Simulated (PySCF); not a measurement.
Input for PySCF: R-HF/3-21G on H4Si2 (SMILES [SiH][SiH3]), a point of a torsion scan.

```python
from pyscf import gto, scf, dft, mp
from pyscf.data.elements import chemcore

mol = gto.M(
    atom='''
    Si    1.50354027   -0.90360721   -0.11177135
    Si   -0.54558563    0.08609039    0.02347812
    H     2.47450899    0.23203100    0.00273115
    H    -0.91825025    1.50269613    0.18564245
    H    -1.23911889   -0.58175938    1.14202749
    H    -1.26749791   -0.32128418   -1.19759886
    ''',
    basis='3-21g',
    charge=0, spin=0, verbose=3, max_memory=1800)
mf = scf.RHF(mol)
mf.conv_tol = 1e-8
mf.max_cycle = 100
mf.kernel()
if not mf.converged:
    mf = mf.newton().run(mf.mo_coeff, mf.mo_occ)
```

Output:

```
converged SCF energy = -577.02784531231
```

The calculation finished and met its thresholds.

Cost: around 0.13 core-seconds (rough).
